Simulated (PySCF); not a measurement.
A mixed set of molecules. Level of theory: TDDFT CAM-B3LYP/def2-SVPD, vertical, gas phase, core orbitals frozen in the response (PySCF). Geometries: GFN2-xTB; one conformer of each isolated species. Triplets are in the Tamm–Dancoff approximation.

Question: Rank by computed lowest singlet excitation energy, highest first.
A. `[Si@@H]([SiH2]C)(CCl)C`
B. `C[Si@H]([SiH3])CCCl`
C. `[SiH3]CC1=CC1`
D. `ClC(Cl)=C(Cl)Cl`
E. `C[Si](C)(Cl)[Si](Cl)(Cl)Cl`
F. `F[SiH2]S[Si@@H](C#CC)F`

Answer: B (7.09 eV), A (6.77 eV), E (6.64 eV), C (6.20 eV), F (5.64 eV), D (5.48 eV).

| SMILES | S1 (eV) | f (S1) | LUMO (eV) | HOMO (eV) | first f ≥ 0.01 (nm) | gap (eV) | S1 mainly |
| --- | --- | --- | --- | --- | --- | --- | --- |
| C[Si@H]([SiH3])CCCl | 7.09 | 0.002 | 0.74 | -9.50 | 169 | 10.24 | H→L (61%) |
| C[SiH2][Si@@H](C)CCl | 6.77 | 0.015 | 0.81 | -9.25 | 183 | 10.06 | H→L+1 (43%) |
| C[Si](C)(Cl)[Si](Cl)(Cl)Cl | 6.64 | 0.051 | 0.31 | -9.58 | 187 | 9.89 | H→L (94%) |
| [SiH3]CC1=CC1 | 6.20 | 0.208 | 1.12 | -7.98 | 200 | 9.09 | H→L (36%) |
| CC#C[Si@@H](F)S[SiH2]F | 5.64 | 0.006 | 0.09 | -8.95 | 193 | 9.04 | H→L (62%) |
| ClC(Cl)=C(Cl)Cl | 5.48 | 0.000 | -0.08 | -8.75 | 206 | 8.67 | H→L+1 (92%) |

H and L stand for HOMO and LUMO.

Mean S1 by what the SMILES shows (count): single bonds only 6.84 eV (3); a double or triple bond but no aromatic ring 5.77 eV (3).

- `C[Si@H]([SiH3])CCCl`: Löwdin shares by element: HOMO chlorine 37%, silicon 29%, carbon 18% or more (atoms not listed hold the other 16%); LUMO silicon 32%, chlorine 12%, carbon 11% or more (atoms not listed hold the other 45%).
- `C[SiH2][Si@@H](C)CCl`: Löwdin shares by element: HOMO chlorine 37%, silicon 26%, carbon 21% or more (atoms not listed hold the other 16%); LUMO silicon 36%, carbon 14% or more, hydrogen 6% or more (atoms not listed hold the other 45%).
- `C[Si](C)(Cl)[Si](Cl)(Cl)Cl`: Löwdin shares by element: HOMO silicon 38%, chlorine 28% or more (atoms not listed hold the other 35%); LUMO silicon 43%, chlorine 33% or more (atoms not listed hold the other 23%).
- `[SiH3]CC1=CC1`: Löwdin shares by element: HOMO carbon 78% (atoms not listed hold the other 22%); LUMO silicon 35%, carbon 21% or more, hydrogen 9% or more (atoms not listed hold the other 35%).
- `CC#C[Si@@H](F)S[SiH2]F`: Löwdin shares by element: HOMO sulfur 64%, carbon 15% or more, silicon 9% or more; LUMO carbon 26% or more, silicon 24% or more, sulfur 14% (atoms not listed hold the other 37%).
- `ClC(Cl)=C(Cl)Cl`: Löwdin shares by element: HOMO carbon 43%, chlorine 28% or more (atoms not listed hold the other 28%); LUMO carbon 61%, chlorine 19% or more (atoms not listed hold the other 19%).
